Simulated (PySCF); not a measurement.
Compound: C₄H₆FNSi.
Numbering: `[N:1]#[C:2][SiH2:3]/[CH:4]=[CH:5]/[CH2:6][F:7]` (hydrogens: H8, H9 on Si3; H10 on C4; H11 on C5; H12, H13 on C6)

Structure used (GFN2-xTB), in Å, numbered top down from 1:
```xyz
13
C4H6FNSi angstrom
N      3.5273    1.0894    1.3886
C      2.8758    0.5435    0.6208
Si     1.8177   -0.3464   -0.6393
C      0.0663    0.2885   -0.4092
C     -0.9704   -0.4609   -0.0599
C     -2.3701    0.0375    0.1121
F     -2.4826    1.3777   -0.1529
H      2.3540    0.0186   -1.9528
H      1.9280   -1.7769   -0.3473
H     -0.1126    1.3438   -0.5808
H     -0.8699   -1.5209    0.1315
H     -3.0544   -0.4804   -0.5726
H     -2.7135   -0.1130    1.1438
```

Theory: TDDFT wB97X-D/def2-SVPD, vertical, gas phase, core orbitals frozen in the response (PySCF).

Kohn–Sham orbitals with the atoms that hold most of them (Löwdin shares over 4%, at most four atoms; ? is withheld):

```
orbital  ε (eV)                           atoms
 HOMO-3  -12.15   N1 44%, C2 27%, F7 6%, Si3 6%
 HOMO-2  -11.69  N1 39%, C2 32%, Si3 12%, H9 9%
 HOMO-1  -11.34                               ?
   HOMO  -10.27                               ?
   LUMO       ?  C5 30%, C4 25%, Si3 12%, C2 7%
 LUMO+1    1.33  Si3 30%, C2 16%, N1 14%, C4 9%
 LUMO+2    1.53  N1 28%, C2 28%, Si3 26%, H8 6%
```

Task: Which atoms hold the HOMO, and with what shares?

Result: C4 (bonded to C, Si and H) 36%; C5 (bonded to 2 C and H) 32%; C6 (bonded to C, F and 2 H) 8%; Si3 (bonded to 2 C and 2 H) 5%. By element: carbon 77% or more, silicon 5%.

Task: Give the leading atoms of the HOMO-1.

Result: C4 (bonded to C, Si and H) 20%; N1 (bonded to C) 16%; Si3 (bonded to 2 C and 2 H) 14%; C2 (bonded to N and Si) 13%. By element: carbon 34% or more, nitrogen 16%, silicon 14%.

Task: What is the LUMO energy, and the HOMO–LUMO gap?

Result: ε(LUMO) = 0.75 eV; the gap is 11.02 eV (0.4050 hartree).

Task: How does S1 compare with the orbital gap of 11.02 eV?

Result: S1 is at 7.02 eV (f = 0.112), 4.00 eV below the gap, made of HOMO-1→LUMO (61%), HOMO→LUMO (21%). Its leading pair isn't HOMO and LUMO; the energies of that pair differ by 12.09 eV. 

Task: Give energy, strength and leading configuration of S2 and S4, and follow the Löwdin shares of the leading atoms from the occupied to the empty orbital.

Result: 
- S2 (7.12 eV, f 0.451), HOMO→LUMO (72%): C4 36% → 25%, C5 32% → 30%
- S4 (7.35 eV, f 0.027), HOMO→LUMO+1 (81%): C4 36% → 9%, C5 32% → at most 9%, Si3 5% → 30%, C2 at most 5% → 16%

Löwdin shares depend on the basis, the more so with diffuse functions.

The run took 67 s (with the writing of density and orbital grids) on one thread of an Arm Neoverse N1, no GPU, shared host with 64 logical CPUs at a one-minute load of 57, and the process peaked at 0.81 GiB of memory.

One conformer stands for the species.
